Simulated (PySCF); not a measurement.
C3H7BO. Atoms are numbered in the order given.

```xyz
12

B      0.0569    -0.4560     0.0000
C     -0.7239    -1.8311     0.0000
H     -1.3892    -1.8869     0.8801
H     -1.3892    -1.8869    -0.8801
H     -0.0842    -2.7297     0.0000
C     -0.7113     0.9104     0.0000
C     -0.0933     2.1022     0.0000
H     -1.8097     0.9038     0.0000
H     -0.6389     3.0526     0.0000
H      1.0004     2.1660     0.0000
O      1.4201    -0.3952     0.0000
H      1.8364    -1.2655     0.0000
```

Coordinates come from a B3LYP-D3(BJ)/def2-SVP optimisation. Other conformers were not sampled.

The numbers are results of PySCF with PBE/def2-TZVP, not measurements.

Atomic charges (e):

```csv
atom,IAO,Mulliken
B1,___,0.21
C2,___,-0.45
H3,0.17,0.14
H4,0.17,0.14
H5,0.14,0.10
C6,-0.28,-0.22
C7,-0.25,-0.19
H8,___,0.09
H9,0.15,0.11
H10,0.15,0.13
O11,-0.50,-0.36
H12,___,0.31
```

Some entries are withheld; supply them. (An estimate is asked for; the answer gives what the named calculation found.)


- B1, IAO: 0.36
- C2, IAO: -0.60
- H8, IAO: 0.14
- H12, IAO: 0.36

Give the Mayer and Wiberg (Löwdin basis) orders of the bonds. (An estimate is asked for; the answer gives what the named calculation found.)


```csv
bond,Mayer,Wiberg
B1–C2,1.04,1.31
C2–H3,0.94,0.85
C2–H4,0.94,0.85
C2–H5,0.95,0.87
B1–C6,1.04,1.19
C6–C7,1.90,2.11
C6–H8,0.93,0.80
C7–H9,0.95,0.90
C7–H10,0.94,0.88
B1–O11,1.40,1.99
O11–H12,0.88,0.94
```
